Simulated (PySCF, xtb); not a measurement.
H2Te2, SMILES [TeH][TeH].

Harmonic wavenumbers (cm⁻¹) from xtb with GFN2-xTB at its own minimum, in rising order: 221, 230, 606, 619, 1887, 1901.

Problem. What does PySCF with B3LYP-D3(BJ)/def2-TZVP give at its own minimum? (An estimate is asked for; the answer gives what the named calculation found.)

Solution. 193, 309, 588, 592, 2086, 2088. Paired by order, the mean absolute difference is 90 cm⁻¹ and the zero-point energies are 7.8 and 8.4 kcal/mol.
